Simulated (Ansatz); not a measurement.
Program: Ansatz. Geometries: PBE0-D4/def2-TZVP. ΔE: electronic, gas phase. CCSD(T)/CBS is the MP2 limit (def2-TZVPP, def2-QZVPP) plus CCSD(T) − MP2 in def2-TZVPP, frozen cores. Functionals use def2-TZVPP. B3LYP here is the variant with VWN-RPA as its local correlation; programs differ in this. For Ga, Se outer-core shells are correlated without core-valence functions, which leaves a few kJ/mol of doubt a bond. Scalar relativity is left out up to krypton. One conformer a species, not always the lowest.

`C=C/N=C\[SeH]` + `[F][GaH][F]` → `[F][Ga]([F])[SeH]` + `C=CN=C`  (formal exchange of groups at the Se–C bond)

```tsv
level	ΔE (kJ/mol)
PBE0-D4	-116.3
B3LYP-D4	-114.8
ωB97X-V	-117.4
MP2/def2-TZVPP	-115.2
```

Q: What does CCSD(T)/CBS give? (Best estimate.)

A: Ansatz gave: -121.5 kJ/mol. The listed levels differ from it by 5.2, 6.7, 4.1, 6.3 kJ/mol.

Largest T1 diagnostic among the species: 0.015.

From PBE to PBE0 (25 % exact exchange), in def2-TZVPP and without D4, ΔE moves by −10.7 kJ/mol. In def2-TZVPP, CCSD(T) changes the Hartree–Fock value by +27.1 kJ/mol (the triples alone add +5.0 kJ/mol) and MP2 by +32.8 kJ/mol.
